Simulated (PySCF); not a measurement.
# Does the structure fit the spectrum?

A compound C5H10O2 gives the data below (simulated from a calculation) and was assigned the structure `CCCC(=O)OC`.

¹³C{¹H} NMR (computed): δ 184.6 (C), 53.7 (CH3), 38.1 (CH), 21.5 (CH3, 2C).

¹H NMR (400 MHz, computed): δ 3.85 (s, 3H), 2.47 (sept, 1H), 1.19 (d, 6H).

- NMR shieldings at PBE0/pcSseg-1/GIAO
- structure optimised with GFN2-xTB
- code: PySCF
- equivalent nuclei averaged, no solvent model, one conformer, no relativistic terms

δ = σ(ref) − σ, references computed at the same level: ¹H, ¹³C vs TMS.

Problem. Compare with the shifts computed for the proposed structure, pairing carbons in order of shift.

Solution. Mapped SMILES: `[CH3:1][CH2:2][CH2:3][C:4](=[O:5])[O:6][CH3:7]`. Each H is labelled by its parent atom.

| atom | computed for proposal | given list | difference |
| --- | --- | --- | --- |
| C4 | 181.2 | 184.6 | -3.4 |
| C7 | 53.2 | 53.7 | -0.5 |
| C3 | 40.3 | 38.1 | +2.2 |
| C2 | 24.5 | 21.5 | +3.0 |
| C1 | 15.8 | 21.5 | -5.7 |

The rms difference is 3.4 ppm and the largest -5.7 ppm at C1 (methyl carbon). The proposal also would give 5 carbon signals, not 4. The carbon types in order of shift don't match either: C, CH3, CH2, CH2, CH3 for the proposal against C, CH3, CH, CH3, CH3 in the data. The proposal doesn't fit.

Problem. Which isomer fits?

Solution. `COC(=O)C(C)C`.

Carbon types of the structure: 1 × C, 1 × CH, 3 × CH3, which accounts for all hydrogens. δC 184.6: ester carbonyl carbon; it is a carbonyl in resonance with an O or N lone pair, the region of acids, esters and amides. δC 53.7: methyl carbon bonded to O; deshielded by the electronegative neighbour. δC 38.1: sp3 CH α to a carbonyl; the adjacent C=O deshields it moderately. δH 3.85: hydrogen on a methyl carbon bonded to O; its carbon carries O, hence the downfield position.

This is the structure that produced the data.

Shifts are as computed. Against solution values, carbons near 30 ppm lie about +3 ppm off and those near 130 ppm about +5 ppm. Of 1211 compounds with measured shifts, 218 miss one by over three times the rms of a fit or turn the order of signals round; such compounds aren't used in these exercises. Multiplicities follow the n + 1 count of equivalent neighbours, as no J values were calculated; m marks all less simple cases, F and P coupling included.
